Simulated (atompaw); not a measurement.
## cobalt (Co) PAW (atompaw): all-electron and pseudo phase curves

| Item | Value |
| --- | --- |
| Element | Co (Z = 27) |
| Generator | atompaw 4.2.0.5 |
| Type | PAW |
| Functional | PBE |
| Relativity | scalar-relativistic |
| Frozen core | [Ne] |
| Valence charge | 17 |
| Reference configuration | 3s2 3p6 3d7 4s0.5 4p0 (charge +1.5) |
| Partial waves | 3s (bound); 4s (bound); 3p (bound); 4p (bound, empty); 3d (bound); 3d channel at -0.95 Ry |
| Local potential | troulliermartins scheme with l = 3 at -0.5 Ry, radius 1.10 bohr |
| Core correction | smooth core density matched at 1.50 bohr |
| Augmentation charge | besselshape compensation charge, radius 1.40 bohr; PAW radius 1.60 bohr; waves and projectors: bloechl |

The phase is arctan(r·u′/u) with u = r·R(r), unwrapped; energies in Ry, scanned from -11 to 5 Ry. A pole is an energy at which the radial function vanishes at the test radius. The pseudo phase is shifted by a multiple of π to meet the all-electron one at the reference energy, and phase errors are pseudo minus all-electron; the curves can meet again beyond the range given. Levels narrower than the energy grid can be missing from the lists of poles.

| channel | radius (bohr) | reference energy (Ry) | poles, all-electron | poles, pseudo | unbroken range about the reference energy with phases within 0.05 rad | phase error 1 Ry above the reference energy (rad) |
| --- | --- | --- | --- | --- | --- | --- |
| s | 1.60 | -1.23 | -8.24 | -8.24 | the whole range | -0.002 |
| p | 1.60 | -0.81 | -5.39 | -5.39 | the whole range | -0.000 |
| d | 1.60 | -1.61 | -0.73 | -0.73, 5.00 | below 2.2 | -0.000 |

Phases in the s channel:

```json
{"E (Ry)": "-11.00", "all-electron": "1.312", "pseudo": "1.311"}
{"E (Ry)": "-10.76", "all-electron": "1.302", "pseudo": "1.301"}
{"E (Ry)": "-10.52", "all-electron": "1.290", "pseudo": "1.289"}
{"E (Ry)": "-10.28", "all-electron": "1.275", "pseudo": "1.274"}
{"E (Ry)": "-10.04", "all-electron": "1.256", "pseudo": "1.254"}
{"E (Ry)": "-9.80", "all-electron": "1.228", "pseudo": "1.226"}
{"E (Ry)": "-9.56", "all-electron": "1.185", "pseudo": "1.183"}
{"E (Ry)": "-9.32", "all-electron": "1.106", "pseudo": "1.104"}
{"E (Ry)": "-9.08", "all-electron": "0.918", "pseudo": "0.915"}
{"E (Ry)": "-8.84", "all-electron": "0.126", "pseudo": "0.121"}
{"E (Ry)": "-8.60", "all-electron": "-1.195", "pseudo": "-1.195"}
{"E (Ry)": "-8.36", "all-electron": "-1.506", "pseudo": "-1.506"}
{"E (Ry)": "-8.12", "all-electron": "-1.613", "pseudo": "-1.614"}
{"E (Ry)": "-7.88", "all-electron": "-1.668", "pseudo": "-1.668"}
{"E (Ry)": "-7.64", "all-electron": "-1.702", "pseudo": "-1.703"}
{"E (Ry)": "-7.40", "all-electron": "-1.726", "pseudo": "-1.727"}
{"E (Ry)": "-7.16", "all-electron": "-1.745", "pseudo": "-1.746"}
{"E (Ry)": "-6.92", "all-electron": "-1.760", "pseudo": "-1.762"}
{"E (Ry)": "-6.68", "all-electron": "-1.774", "pseudo": "-1.775"}
{"E (Ry)": "-6.44", "all-electron": "-1.786", "pseudo": "-1.787"}
{"E (Ry)": "-6.20", "all-electron": "-1.798", "pseudo": "-1.799"}
{"E (Ry)": "-5.96", "all-electron": "-1.808", "pseudo": "-1.810"}
{"E (Ry)": "-5.72", "all-electron": "-1.819", "pseudo": "-1.820"}
{"E (Ry)": "-5.48", "all-electron": "-1.830", "pseudo": "-1.831"}
{"E (Ry)": "-5.24", "all-electron": "-1.840", "pseudo": "-1.841"}
{"E (Ry)": "-5.00", "all-electron": "-1.851", "pseudo": "-1.852"}
{"E (Ry)": "-4.76", "all-electron": "-1.863", "pseudo": "-1.864"}
{"E (Ry)": "-4.52", "all-electron": "-1.875", "pseudo": "-1.876"}
{"E (Ry)": "-4.28", "all-electron": "-1.887", "pseudo": "-1.888"}
{"E (Ry)": "-4.04", "all-electron": "-1.900", "pseudo": "-1.901"}
{"E (Ry)": "-3.80", "all-electron": "-1.915", "pseudo": "-1.916"}
{"E (Ry)": "-3.56", "all-electron": "-1.930", "pseudo": "-1.931"}
{"E (Ry)": "-3.32", "all-electron": "-1.947", "pseudo": "-1.948"}
{"E (Ry)": "-3.08", "all-electron": "-1.965", "pseudo": "-1.966"}
{"E (Ry)": "-2.84", "all-electron": "-1.986", "pseudo": "-1.986"}
{"E (Ry)": "-2.60", "all-electron": "-2.008", "pseudo": "-2.009"}
{"E (Ry)": "-2.36", "all-electron": "-2.033", "pseudo": "-2.034"}
{"E (Ry)": "-2.12", "all-electron": "-2.062", "pseudo": "-2.062"}
{"E (Ry)": "-1.88", "all-electron": "-2.094", "pseudo": "-2.095"}
{"E (Ry)": "-1.64", "all-electron": "-2.131", "pseudo": "-2.132"}
{"E (Ry)": "-1.40", "all-electron": "-2.175", "pseudo": "-2.175"}
{"E (Ry)": "-1.16", "all-electron": "-2.225", "pseudo": "-2.225"}
{"E (Ry)": "-0.92", "all-electron": "-2.285", "pseudo": "-2.285"}
{"E (Ry)": "-0.68", "all-electron": "-2.357", "pseudo": "-2.357"}
{"E (Ry)": "-0.44", "all-electron": "-2.442", "pseudo": "-2.444"}
{"E (Ry)": "-0.20", "all-electron": "-2.546", "pseudo": "-2.549"}
{"E (Ry)": "0.04", "all-electron": "-2.671", "pseudo": "-2.676"}
{"E (Ry)": "0.28", "all-electron": "-2.819", "pseudo": "-2.827"}
{"E (Ry)": "0.52", "all-electron": "-2.989", "pseudo": "-3.003"}
{"E (Ry)": "0.76", "all-electron": "-3.175", "pseudo": "-3.196"}
{"E (Ry)": "1.00", "all-electron": "-3.366", "pseudo": "-3.393"}
{"E (Ry)": "1.24", "all-electron": "-3.550", "pseudo": "-3.582"}
{"E (Ry)": "1.48", "all-electron": "-3.715", "pseudo": "-3.750"}
{"E (Ry)": "1.72", "all-electron": "-3.857", "pseudo": "-3.894"}
{"E (Ry)": "1.96", "all-electron": "-3.976", "pseudo": "-4.014"}
{"E (Ry)": "2.20", "all-electron": "-4.075", "pseudo": "-4.113"}
{"E (Ry)": "2.44", "all-electron": "-4.157", "pseudo": "-4.195"}
{"E (Ry)": "2.68", "all-electron": "-4.225", "pseudo": "-4.263"}
{"E (Ry)": "2.92", "all-electron": "-4.282", "pseudo": "-4.321"}
{"E (Ry)": "3.16", "all-electron": "-4.331", "pseudo": "-4.370"}
{"E (Ry)": "3.40", "all-electron": "-4.372", "pseudo": "-4.412"}
{"E (Ry)": "3.64", "all-electron": "-4.408", "pseudo": "-4.449"}
{"E (Ry)": "3.88", "all-electron": "-4.439", "pseudo": "-4.481"}
{"E (Ry)": "4.12", "all-electron": "-4.467", "pseudo": "-4.509"}
{"E (Ry)": "4.36", "all-electron": "-4.492", "pseudo": "-4.535"}
{"E (Ry)": "4.60", "all-electron": "-4.513", "pseudo": "-4.559"}
{"E (Ry)": "4.84", "all-electron": "-4.533", "pseudo": "-4.580"}
```
